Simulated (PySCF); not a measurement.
This PySCF input asks for the NMR shieldings of [CuCl4]- (SMILES [Cl][Cu-]([Cl])([Cl])[Cl]); the geometry comes from PBE0-D3(BJ)/def2-SVP.

```python
import basis_set_exchange as bse
import numpy as np
from pyscf import gto, dft
from pyscf.prop import nmr

atoms = """
Cu    0.000052    0.000002   -0.000016
Cl    2.196565   -0.020476    0.006730
Cl    0.020405    2.196569    0.005730
Cl   -2.196556    0.020401    0.000734
Cl   -0.020457   -2.196506   -0.013178
"""
names = {"Cu": "pcSseg-2", "Cl": "pcSseg-1"}
basis = {el: gto.basis.parse(bse.get_basis(n, elements=[el], fmt="nwchem")) for el, n in names.items()}
mol = gto.M(atom=atoms, basis=basis, charge=-1, verbose=0)
mf = dft.RKS(mol, xc="B3LYP")
mf.grids.level = 2
mf.grids.alignment = dft.numint.BLKSIZE   # the property module wants whole blocks of grid points
mf.conv_tol = 1e-9
mf.kernel()

calc = nmr.RKS(mf)   # GIAO
C = mf.mo_coeff
Co = C[:, mf.mo_occ > 0]
resp = mf.gen_response(singlet=True, hermi=2)
def vind(x):   # induced exchange potential for any number of trial vectors
    d = np.einsum("pi,xij,qj->xpq", C, 2 * x.reshape(-1, C.shape[1], Co.shape[1]), Co, optimize=True)
    return np.einsum("xpq,pi,qj->xij", resp(d - d.transpose(0, 2, 1)), C, Co, optimize=True).ravel()
mo1, _ = nmr.rhf.solve_mo1(calc, with_cphf=vind)
sigma = calc.kernel(mo1)
for i, s in enumerate(sigma):   # ppm
    w = np.linalg.eigvalsh((s + s.T) / 2)
    print("%2d %-2s iso %8.1f  s11 %8.1f  s22 %8.1f  s33 %8.1f" % (i, mol.atom_pure_symbol(i), w.mean(), *w))
```

Problem. What are the results?

Solution. 
```
 0 Cu iso   -833.4  s11  -4110.6  s22    805.2  s33    805.2
 1 Cl iso    530.4  s11   -298.0  s22    851.1  s33   1037.9
 2 Cl iso    530.3  s11   -298.1  s22    851.0  s33   1037.9
 3 Cl iso    530.1  s11   -298.4  s22    850.8  s33   1037.9
 4 Cl iso    530.3  s11   -298.2  s22    851.0  s33   1037.9
```

These numbers come from an equivalent density-fitted implementation of the same equations, which agrees with the script to about 0.01 ppm for H and up to a few tenths of a ppm for heavy atoms, so last digits may differ.

Problem. Turn these shieldings into chemical shifts. Scale: ³⁵Cl (σ = 930.46 ppm) against HCl (reference shieldings calculated alike).

Solution. Averaging equivalent atoms: Cl 1/2/3/4: 400 ppm. No reference was computed at this level for Cu. 

Size and cost of the density-fitted run: 169 basis functions, 14 s wall time on 1 thread of an x86-64 server CPU, shared host.
